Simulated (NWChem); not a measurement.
# CH₂N, doublet; SMILES C=[N]

```xyz
4

C      0.0000     0.0000     0.5013
N      0.0000     0.0000    -0.7494
H      0.0000    -0.9480     1.0986
H      0.0000     0.9480     1.0986
```
Atoms are numbered in this order, from 1.

Computed with NWChem. Spin-unrestricted. In the optimisation the excess spin sits in b2 (C2v, its own frame). The geometry was optimised at PBE-D3(BJ)/def2-SVP, spin-unrestricted. No stability test was run on the SCF state. Level: M06-2X/def2-SVP with SMD (1 M gas to 1 M solution), gas-phase geometry. Reactions with the solvent are ignored.

```json
[
 {"solvent": "water", "dielectric constant": "78.4", "solvation free energy (kcal/mol)": "-3.3", "cavity-dispersion-structure term (kcal/mol)": "1.5", "dipole in solution (D)": "3.12"},
 {"solvent": "methanol", "dielectric constant": "32.6", "solvation free energy (kcal/mol)": "-2.5", "cavity-dispersion-structure term (kcal/mol)": "2.2", "dipole in solution (D)": "3.11"},
 {"solvent": "dimethyl sulfoxide", "dielectric constant": "46.8", "solvation free energy (kcal/mol)": "-1.9", "cavity-dispersion-structure term (kcal/mol)": "2.8", "dipole in solution (D)": "3.12"},
 {"solvent": "chloroform", "dielectric constant": "4.71", "solvation free energy (kcal/mol)": "-2.1", "cavity-dispersion-structure term (kcal/mol)": "1.5", "dipole in solution (D)": "…"},
 {"solvent": "n-hexane", "dielectric constant": "1.88", "solvation free energy (kcal/mol)": "-0.7", "cavity-dispersion-structure term (kcal/mol)": "1.3", "dipole in solution (D)": "2.68"}
]
```

### Question
Some entries are withheld; supply them.

### Answer

- chloroform, dipole in solution (D): 2.94
